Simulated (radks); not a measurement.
Values are calculated unless marked as measured or tabulated.
Species: the sulfur ion S3+. Configuration: [He] 2s2 2p5.5 3s2 3p1 3d0.5 (fractional occupations, a model configuration). Level of theory: Dirac Kohn-Sham, PW91, spin-unpolarised, spherical densities, finite nucleus; open shells fill j = l - 1/2 first; Fermi nuclear charge, rms radius 3.2611 fm (a radial shooting solver on a logarithmic mesh with Libxc functionals).

Spin-orbit splittings of the eigenvalues, e(l+1/2) - e(l-1/2), with zeta = 2 splitting/(2l+1) and mean radii in bohr:

\begin{tabular}{lrrrrr}
shell & occ. & splitting (eV) & zeta (eV) & <r> j=l-1/2 & <r> j=l+1/2 \\ \hline
2p & 5.5 & 1.319 & 0.8795 & 0.4313 & 0.4334 \\
3p & 1 & 0.1475 & 0.09832 & 1.594 & 1.599 \\
3d & 0.5 & 0.009584 & 0.003834 & 1.883 & 1.884 \\
\end{tabular}
